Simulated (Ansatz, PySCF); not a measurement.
Molecule: C₂H₇Si (charge -1, singlet). It need not be the lowest isomer of its formula. Whether it binds its extra electron was not tested at this geometry. 
Geometry from a B3LYP-D3(BJ)/def2-TZVP (Ansatz, a program for electronic structure) optimisation:
```xyz
10

Si     0.1045    -0.7028    -0.2481
C      1.3687     0.7879     0.0115
C     -1.4883     0.1938     0.4915
H     -0.2108    -0.3854    -1.7318
H      0.9714     1.7612    -0.3085
H      2.3001     0.6089    -0.5388
H      1.6394     0.8742     1.0712
H     -2.3986    -0.3682     0.2505
H     -1.6222     1.2218     0.1272
H     -1.4242     0.2371     1.5858
```
Charge -1, spin multiplicity 1.

Total electronic energies in hartree. Cores are frozen in the correlated levels unless marked. Spin-orbit coupling is left out. No relativistic terms. Basis-set limits of correlation are two-point, X^-3; Hartree-Fock from the larger set. The bracket is a focal-point correction in the basis named.

| level | program | energy (Eh) |
|---|---|---|
| HF/6-31G | Ansatz | -368.62312 |
| HF/6-31G* | Ansatz | -368.67872 |
| HF/cc-pV(D+d)Z | Ansatz | -368.70617 |
| HF/def2-TZVPD | PySCF | -368.74514 |
| RI-HF/aug-cc-pV(Q+d)Z | Ansatz | -368.75966 |
| BLYP-D3(BJ)/def2-TZVPD | Ansatz + dftd3 | -369.90491 |
| r2SCAN-D3(BJ)/def2-TZVPD | Ansatz + dftd3 | -369.86789 |
| r2SCAN-D4/def2-TZVPD | Ansatz + dftd4 | -369.86800 |
| B97M-V/def2-TZVPD | Ansatz | -369.87798 |
| PBE0-D3(BJ)/def2-TZVP | Ansatz + dftd3 | -369.72397 |
| HSE06-D3(BJ)/def2-TZVPD | Ansatz + dftd3 | -369.71389 |
| CAM-B3LYP-D4/def2-TZVPD | Ansatz + dftd4 | -369.90979 |
| LC-wPBE/def2-TZVPD | Ansatz | -369.80668 |
| B2PLYP-D3(BJ)/def2-TZVPD | Ansatz + dftd3 | -369.74329 |
| PBE-QIDH/def2-TZVPD | Ansatz | -369.61798 |
| SCS-MP2/6-31G* | Ansatz | -369.03478 |
| SCS-MP2/cc-pV(D+d)Z | Ansatz | -369.12340 |
| CCSD/aug-cc-pV(T+d)Z | Ansatz | -369.31354 |
| CCSD/cc-pV(Q+d)Z | Ansatz | -369.33568 |
| CCSD(T)/STO-3G | Ansatz | -364.48865 |
| CCSD(T)/6-31G | Ansatz | -368.91445 |
| RI-MP2/CBS(aug-cc-pV(T+d)Z,aug-cc-pV(Q+d)Z)+[CCSD(T)-MP2]/aug-cc-pV(D+d)Z | Ansatz | -369.3926 |
| RI-MP2/CBS(aug-cc-pV(T+d)Z,aug-cc-pV(Q+d)Z)+[CCSD(T)-MP2]/aug-cc-pV(T+d)Z | Ansatz | -369.3906 |

Totals of different functionals don't rank their quality; only differences between species are comparable.
